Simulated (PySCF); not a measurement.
## Spin states and ions at one geometry of [OsO3(H2O)]2+

PySCF 2.14.0, RKS PBE0, Os def2-SVP with ECP60, O def2-SVP, H def2-SVP; non-relativistic Hamiltonian with scalar-relativistic core potentials where named; density fitting; no spin-orbit coupling; singlets restricted, open shells unrestricted. The geometry is relaxed for charge +2, singlet, vacuum:

```xyz
7

Os    0.0000   -0.2846   -0.2934
O     1.3341    0.0714   -1.2088
O     0.0000    0.7319    1.0180
O    -1.3341    0.0714   -1.2088
O     0.0000   -2.2048    0.3388
H     0.0000   -2.4930    1.2915
H     0.0000   -3.0104   -0.2468
```

Energies count from the relaxed state; an electron taken off or put on is at rest in vacuum. Charges and spins are Mulliken's.

| state | energy (eV) | spin squared | charge on Os1 (e) | spin on Os1 (e) | dipole about the centre of mass (D) |
| --- | --- | --- | --- | --- | --- |
| charge +2, singlet, vacuum | 0.00 | 0.00 | 1.62 | 0.00 | 8.35 |
| charge +2, triplet, vacuum | 2.56 | 2.04 | 1.52 | 0.25 | 7.81 |
| charge +3, doublet, vacuum | 25.22 | 0.94 | 1.76 | -0.22 | 7.48 |

Task: What does the state charge +1, doublet, vacuum give?

Result: energy (eV) -14.95, spin squared 0.77, charge on Os1 (e) 1.35, spin on Os1 (e) 0.44, dipole about the centre of mass (D) 8.76.

With an electron taken off (doublet) the charges change, summed by element, by Os +0.13 e, O +0.79 e, H +0.08 e. The vertical ionisation energy is 25.22 eV, against −ε(HOMO) = 23.11 eV of the relaxed state. The level lies 2.1 eV too high, as is usual for semilocal functionals and global hybrids, which keep a self-interaction error.

With an electron put on (doublet) the charges change, summed by element, by Os -0.27 e, O -0.63 e, H -0.09 e. The vertical electron affinity is 14.95 eV, against −ε(LUMO) = 17.46 eV of the relaxed state.

Open shells may have lower solutions than those found. Hard to converge, so the more doubtful: charge +3, doublet, vacuum.

A frequency check found unstable modes (1, the lowest at -38 cm⁻¹), so the relaxed geometry is a saddle point, or these are noise.
